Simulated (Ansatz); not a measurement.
`[CH3][GeH]([OH])[F]` + H₂ → `[CH3][GeH2][F]` + H₂O at 400 K and 1 bar (hydrogenolysis of a Ge–O bond).

Isolated molecules relaxed with PBE0-D4/def2-TZVP in Ansatz; ΔE leaves out vibrations. CCSD(T)/CBS is the MP2 limit (def2-TZVPP, def2-QZVPP) plus CCSD(T) − MP2 in def2-TZVPP, frozen cores. This one scheme is used for every species. For Ge outer-core shells are correlated without core-valence functions, which leaves a few kJ/mol of doubt a bond. Scalar relativity is left out up to krypton. One conformer a species, not always the lowest.

```json
{"species": "`[CH3][GeH]([OH])[F]`", "CCSD(T)/CBS energy (Eh)": "-2292.21807", "H − E (kJ/mol)": "189.8", "S (J/(mol·K))": "365.1"}
{"species": "H₂", "CCSD(T)/CBS energy (Eh)": "-1.17544", "H − E (kJ/mol)": "38.0", "S (J/(mol·K))": "139.0"}
{"species": "`[CH3][GeH2][F]`", "CCSD(T)/CBS energy (Eh)": "-2217.00316", "H − E (kJ/mol)": "167.7", "S (J/(mol·K))": "327.3"}
{"species": "H₂O", "CCSD(T)/CBS energy (Eh)": "-76.37941", "H − E (kJ/mol)": "69.8", "S (J/(mol·K))": "198.6"}
```

H − E and S are ideal-gas, rigid-rotor, harmonic terms from PBE0-D4/def2-TZVP, for one conformer and one mirror image of each species. The MP2-based limit puts H₂ 0.8 mEh under its directly extrapolated value; such offsets cancel only in part. 1 Eh = 2625.50 kJ/mol, R = 8.31446 J/(mol·K).

By hand: ΔE, ΔH, ΔS and ΔG.

ΔE = (-2217.00316) + (-76.37941) − (-2292.21807) − (-1.17544) = 0.01094 Eh = 28.7 kJ/mol. Δ(H − E) = 167.7 + 69.8 − 189.8 − 38.0 = 9.7, so ΔH = 38.4 kJ/mol. ΔS = 327.3 + 198.6 − 365.1 − 139.0 = 21.8 J/(mol·K). ΔG = 38.4 − 400 × (21.8)/1000 = 29.7 kJ/mol.

By hand: the equilibrium constant, and the temperature at which ΔG would vanish if ΔH and ΔS stayed fixed.

log₁₀ K = −ΔG/(RT ln 10) = -3.9. ΔG = 0 at ΔH/ΔS = 1761 K.

ΔH outweighs TΔS. A doubt of 5 kJ/mol in ΔE shifts log₁₀ K by 0.7 here. Other conformers and mirror images would add mixing entropy, several J/(mol·K) or more a flexible species. These are equilibria of isolated gas molecules and say nothing of rates. Largest T1 diagnostic: 0.011 (customary marks: 0.02 for closed shells, 0.045 for open ones).
